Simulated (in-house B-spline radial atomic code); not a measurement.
A run on neutral technetium (an excited or competing configuration) that did not converge. Method: scalar-relativistic (X2C) wB97X, spin-polarised, spherical fractional occupations, exact exchange averaged over the configuration, Fermi nucleus of rms radius 4.41117 fm; computed with a B-spline radial code for spherical atoms.

Command:
```bash
python run_scf.py task.json out
```
Settings (nuclear radius in fm, mass in u):
```
Z                43
configuration    [Kr] 4d4 5s2 6s1
hamiltonian      x2c
method           wb97x
spin_polarised   True
nucleus          fermi
rms_radius       4.41117
atomic_mass      96.90636
speed_of_light   137.035999084
exact_exchange   averaged over the configuration
```

First and last ten iterations of the last attempt (damped for 15 steps, keeping 80 % of the old Fock matrix, then DIIS):
```
 iter        energy (Eh)    residual
    1       -4278.176730    4.45e-01
    2       -4282.366997    2.33e-01
    3       -4283.644048    1.55e-01
    4       -4284.318068    1.09e-01
    5       -4284.672588    7.82e-02
    6       -4284.858434    5.63e-02
    7       -4284.955877    4.13e-02
    8       -4285.007354    3.12e-02
    9       -4285.035054    2.46e-02
   10       -4285.050430    1.96e-02
  111       -4285.076742    1.04e-06
  112       -4285.076742    1.04e-06
  113       -4285.076742    8.07e-07
  114       -4285.076742    9.26e-07
  115       -4285.076742    1.01e-06
  116       -4285.076742    7.51e-07
  117       -4285.076742    7.41e-07
  118       -4285.076742    9.14e-07
  119       -4285.076742    1.60e-06
  120       -4285.076742    8.75e-07
 not converged after 120 iterations
```

The smallest residual met was 5.7e-07; the threshold is about 4e-07. Over the last five steps the energy moves by less than 1e-08 hartree, but the orbitals didn't meet the threshold. Time taken, with all properties: 43 s on 1 thread of Intel(R) Xeon(R) Platinum 8259CL CPU @ 2.50GHz, with other jobs on the host.
